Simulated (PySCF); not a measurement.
# Static response to an electric field

C₇H₁₆Ge.
Geometry (PBE0-D3(BJ)/def2-SVP, Å), atoms numbered from 1 in this order:
```xyz
24
C7H16Ge angstrom
C     -3.0714    0.4065    0.0521
C     -1.9695   -0.5745   -0.3143
C     -0.5619   -0.1730    0.1414
C      0.4251   -1.3137   -0.1424
C      1.8116   -1.1846    0.4898
C      2.6684   -0.0490   -0.0730
Ge     1.6957    1.6440    0.0761
C     -0.1186    1.1579   -0.4805
H     -3.0946    0.5929    1.1382
H     -2.9438    1.3788   -0.4477
H     -4.0598    0.0195   -0.2385
H     -1.9541   -0.7265   -1.4093
H     -2.2055   -1.5610    0.1217
H     -0.6007   -0.0406    1.2415
H     -0.0301   -2.2534    0.2131
H      0.5303   -1.4290   -1.2382
H      1.6927   -1.0544    1.5811
H      2.3440   -2.1433    0.3631
H      2.8781   -0.2249   -1.1420
H      3.6419    0.0073    0.4378
H      1.6847    2.1224    1.5464
H      2.2960    2.7587   -0.8063
H     -0.1255    1.0717   -1.5820
H     -0.8157    1.9697   -0.2233
```

Level: PBE0/def2-SVPD (PySCF), static field, nuclei fixed, core orbitals frozen in the response. The polarisability tensor in these axes (au):

```
x   127.19   3.66   1.65
y     3.66 115.50  -0.30
z     1.65  -0.30  96.81
```

Task: Diagonalise the tensor; give its mean and Δα, where Δα² is half the sum of the squared differences of the eigenvalues.

Result: Principal values 96.71, 114.48 and 128.31 au; mean 113.17 au = 16.77 Å³ = 18.66 × 10⁻⁴⁰ C²·m²/J; Δα = 27.44 au (24 % of the mean).

Task: What is the dipole moment, and where does it point?

Result: (-0.27, -0.74, -0.20) D, 0.82 D in size, pointing from the negative to the positive side. Measured along this direction, the outermost atoms are H22 at the negative end and H13 and H15 at the positive end.

Task: What molar refraction does this α imply?

Result: Lorentz–Lorenz: R = (4π/3)N_A α = 2.5225 cm³/(mol·Å³) × 16.77 Å³ = 42.3 cm³/mol, in the limit of long wavelengths.

Task: What would n − 1 = 2πNα be for an ideal gas of these molecules at 400 K and 1 atm, electronic part alone?

Result: N = p/kT = 1.8347 × 10¹⁹ cm⁻³, so n − 1 = 2π × N × 16.77 × 10⁻²⁴ cm³ = 1933 × 10⁻⁶ at long wavelengths, for an ideal gas.

Task: Sum over states: ᾱ = Σ f/ω², ω in Eh. What share falls to these 10 lowest TDDFT singlets (eV, f)? 7.08, 0.0040; 7.31, 0.0278; 7.60, 0.0160; 7.71, 0.0221; 7.74, 0.0039; 7.85, 0.0550; 7.98, 0.0054; 8.08, 0.0637; 8.19, 0.1138; 8.29, 0.0494.

Result: They add up to 4.21 au, 3.7 % of the 113.17 au; the largest single term is 1.26 au, from the state at 8.19 eV. Terms in order: 0.06, 0.39, 0.21, 0.28, 0.05, 0.66, 0.06, 0.72, 1.26, 0.53 au. Higher excitations give the rest. The strengths listed sum to 0.361.

One conformer (not necessarily the lowest) at the PBE0-D3(BJ)/def2-SVP geometry, without solvent, vibrations or thermal averaging. The calculation is non-relativistic, for germanium too.
